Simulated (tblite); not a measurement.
C7H15 (doublet state).
Cartesian coordinates in Å at the GFN2-xTB level; atoms count from 1:
```
atom  x, y, z in Å
C1     3.0778    0.3105    0.1694
C2     1.7377   -0.1743    0.5313
C3     0.6576    0.4223   -0.4074
C4    -0.7885   -0.0176   -0.1190
C5    -0.9432   -1.5326   -0.2671
C6    -1.2236    0.4074    1.2851
C7    -1.6931    0.6736   -1.1467
H8     3.4345    1.2530    0.5378
H9     3.6424   -0.1746   -0.6034
H10    1.5008    0.1173    1.5563
H11    1.7007   -1.2622    0.4495
H12    0.9113    0.1446   -1.4330
H13    0.7141    1.5109   -0.3372
H14   -0.3848   -2.0609    0.5014
H15   -1.9903   -1.8126   -0.1727
H16   -0.5883   -1.8610   -1.2418
H17   -1.0690    1.4749    1.4280
H18   -0.6658   -0.1296    2.0479
H19   -2.2802    0.1922    1.4300
H20   -1.4152    0.3869   -2.1585
H21   -2.7325    0.3958   -0.9869
H22   -1.6129    1.7552   -1.0635
```

Method: GFN2-xTB as coded in tblite; computed harmonic values from a numerical Hessian at the method's own geometry, unscaled. Against measured fundamentals such values can be off by several per cent, at times by over 20. One conformer, not necessarily the lowest. Open shells enter through the occupations alone, without spin polarisation, and single modes of such species can be off by tens of per cent.

Harmonic wavenumbers (cm⁻¹): 46.5, 80.9, 107.2, 187.3, 200.9, 238.1, 246.7, 306.2, 327.4, 340.5, 419.5, 423.7, 482.3, 527.2, 780.3, 795.2, 862.9, 943.6, 960.1, 964.6, 966.7, 1012.8, 1014.4, 1042.2, 1083.2, 1137.8, 1200.5, 1217.4, 1260.3, 1260.7, 1277.8, 1308.3, 1337.1, 1405.7, 1407.8, 1408.7, 1429.7, 1474.3, 1485.4, 1493.3, 1498.1, 1499.2, 1512.1, 1512.7, 1518.0, 2960.7, 2967.0, 2974.9, 2978.8, 3024.8, 3025.5, 3025.6, 3030.5, 3032.8, 3033.9, 3039.0, 3041.3, 3045.4, 3128.5, 3166.9.

A = 4117, B = 1471, C = 1458 MHz; mass 99.117 u (most abundant isotopes); point group Cs, symmetry number 1; spin multiplicity 2.

Question: Zero-point energy?

Answer: Half the sum of the wavenumbers: 43740 cm⁻¹ = 523.25 kJ/mol.

Question: Entropy at 400 K, 1 bar (ideal gas, RRHO, classical rotation)?

Answer: Translation 172.29, rotation 120.77, vibration 164.65, spin (R ln 2) 5.76: S = 463.5 J/(mol K).

Question: And Cp and H(400 K) − H(0)?

Answer: Cp = 206.24 J/(mol K), of which vibrations give 172.98 (their classical limit is 60 R = 498.9); H(400 K) − H(0) = 48.01 kJ/mol without the zero-point energy, 34.71 from vibrations.

Question: What must be added to the electronic energy to get the Gibbs energy at 400 K and 1 bar?

Answer: ZPE + [H(400 K) − H(0)] − T·S = 523.25 + 48.01 − 185.39 = 385.87 kJ/mol.

Question: Blend soft modes into free rotors: weight 1/[1 + (100 cm⁻¹/ν̃)⁴] for the oscillator and the rest for a rotor with moment μB/(μ + B), μ = h/(8π²ν), B = 10⁻⁴⁴ kg m². What vibrational entropy results?

Answer: 153.33 J/(mol K) in place of 164.65, which changes −T·S at 400 K by +4.53 kJ/mol.

Hindered rotation and anharmonicity are outside this model. Other conformers, if any are populated, would add a mixing term that is left out.

Hardware: one thread of an Arm Neoverse V2, no GPU, shared host with 96 logical CPUs at a one-minute load of 61. Cost: 0.56 s wall. This covers the Hessian and the dipole derivatives.
